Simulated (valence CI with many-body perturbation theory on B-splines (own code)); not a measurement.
# Valence orbitals of Mo X

Method: valence CI with perturbative core correlation (CI+MBPT): five valence electrons over a frozen Dirac-Fock core [Ar] 3d10, a basis of 9 s, 9 p, 8 d, 6 f, 3 g, 1 h functions for each j, with the one-electron correlation potential Σ1 (screened to all orders), the two-electron term Σ2, the three-electron term Σ3, Breit, model QED; selected single and double excitations, second order for the rest, scaled by the run's own slope (own B-spline code, finite nucleus).

No measured levels were compared; by estimate levels hold to about 250 cm⁻¹ or 0.2 % of their energy and the worst to 1 %, as in measured heavy ions of charge 2 to 7; those with d or f electrons hold less well. Among the levels kept, up to 720 cm⁻¹ of a level comes from second order outside the variational space, and about a tenth of that is noise between levels of different J, which matters for small intervals.

These are the spectroscopic orbitals of the CI (the correlating ones are not listed), shaped by the core and the other valence electrons. h is the expectation value of the core's Dirac-Fock operator, without the valence repulsion; Σ1 is computed up to l = 3 at one energy for each symmetry, that of its lowest orbital but kept below the first core excitation, so for empty shells it is not the orbital's own correlation shift; Breit and QED include the response of the core.

| Orbital | h (hartree) | Σ1 (cm⁻¹) | Breit (cm⁻¹) | QED (cm⁻¹) | ⟨r⟩ (bohr) |
| --- | --- | --- | --- | --- | --- |
| 4s1/2 | -11.033 | -10029 | 742 | 594 | 1.028 |
| 5s1/2 | -6.0223 | -2729 | 258 | 206 | 1.966 |
| 6s1/2 | -3.7878 | -1155 | 118 | 94.4 | 3.219 |
| 7s1/2 | -2.6058 | -611 | 64.8 | 51.9 | 4.761 |
| 4p1/2 | -9.947 | -9074 | 1098 | -36.3 | 1.084 |
| 5p1/2 | -5.5323 | -2533 | 382 | -12.6 | 2.101 |
| 6p1/2 | -3.5363 | -1133 | 184 | -6.1 | 3.410 |
| 7p1/2 | -2.4593 | -616 | 104 | -3.4 | 5.014 |
| 4p3/2 | -9.8016 | -8589 | 675 | 15.9 | 1.103 |
| 5p3/2 | -5.4718 | -2437 | 236 | 5.5 | 2.126 |
| 6p3/2 | -3.5054 | -1096 | 118 | 2.7 | 3.442 |
| 7p3/2 | -2.4413 | -599 | 66.6 | 1.5 | 5.052 |
| 4d3/2 | -8.0199 | -6764 | 261 | -28.3 | 1.242 |
| 5d3/2 | -4.6703 | -2161 | 101 | -10.7 | 2.411 |
| 6d3/2 | -3.0866 | -1068 | 53.5 | -5.6 | 3.841 |
| 4d5/2 | -7.9943 | -6662 | 115 | -16.5 | 1.247 |
| 5d5/2 | -4.6593 | -2137 | 44.0 | -6.2 | 2.417 |
| 6d5/2 | -3.0807 | -1057 | 23.5 | -3.3 | 3.849 |
| 4f5/2 | -6.1475 | -4215 | 12.0 | -3.3 | 1.498 |
| 5f5/2 | -3.8689 | -1804 | 7.6 | -2.1 | 2.802 |
| 4f7/2 | -6.1468 | -4188 | -13.7 | -2.1 | 1.498 |
| 5f7/2 | -3.8683 | -1789 | -8.3 | -1.5 | 2.803 |
| 5g7/2 | -3.6387 |  | -0.1 | -0.1 | 2.696 |
| 5g9/2 | -3.6385 |  | -0.3 | 0.1 | 2.697 |

Among the shells of the start configuration 4s2 4p3, Σ1 is largest in size for 4s1/2, where it is 0.41 % of h.

Lowest root of each symmetry, sizes in configuration state functions:

```json
{"J": "1/2", "Parity": "even", "Roots": "9", "Reference": "72", "Variational": "39998", "Second order": "1513118", "Change by selected CI (cm⁻¹)": "-8976", "Change by second order (cm⁻¹)": "-67"}
{"J": "3/2", "Parity": "even", "Roots": "12", "Reference": "112", "Variational": "39976", "Second order": "2797425", "Change by selected CI (cm⁻¹)": "-8610", "Change by second order (cm⁻¹)": "-238"}
{"J": "5/2", "Parity": "even", "Roots": "11", "Reference": "114", "Variational": "39878", "Second order": "3527440", "Change by selected CI (cm⁻¹)": "-8524", "Change by second order (cm⁻¹)": "-357"}
{"J": "7/2", "Parity": "even", "Roots": "5", "Reference": "81", "Variational": "39754", "Second order": "2576016", "Change by selected CI (cm⁻¹)": "-11687", "Change by second order (cm⁻¹)": "-393"}
{"J": "9/2", "Parity": "even", "Roots": "2", "Reference": "48", "Variational": "39927", "Second order": "1848012", "Change by selected CI (cm⁻¹)": "-12366", "Change by second order (cm⁻¹)": "-264"}
{"J": "1/2", "Parity": "odd", "Roots": "4", "Reference": "35", "Variational": "39829", "Second order": "1137281", "Change by selected CI (cm⁻¹)": "-13380", "Change by second order (cm⁻¹)": "-65"}
{"J": "3/2", "Parity": "odd", "Roots": "6", "Reference": "55", "Variational": "39981", "Second order": "2031251", "Change by selected CI (cm⁻¹)": "-11149", "Change by second order (cm⁻¹)": "-75"}
{"J": "5/2", "Parity": "odd", "Roots": "3", "Reference": "49", "Variational": "38330", "Second order": "1973600", "Change by selected CI (cm⁻¹)": "-12581", "Change by second order (cm⁻¹)": "-167"}
{"J": "7/2", "Parity": "odd", "Roots": "2", "Reference": "34", "Variational": "36639", "Second order": "1782893", "Change by selected CI (cm⁻¹)": "-11077", "Change by second order (cm⁻¹)": "-227"}
{"J": "9/2", "Parity": "odd", "Roots": "2", "Reference": "16", "Variational": "38037", "Second order": "1942990", "Change by selected CI (cm⁻¹)": "-11098", "Change by second order (cm⁻¹)": "-153"}
```
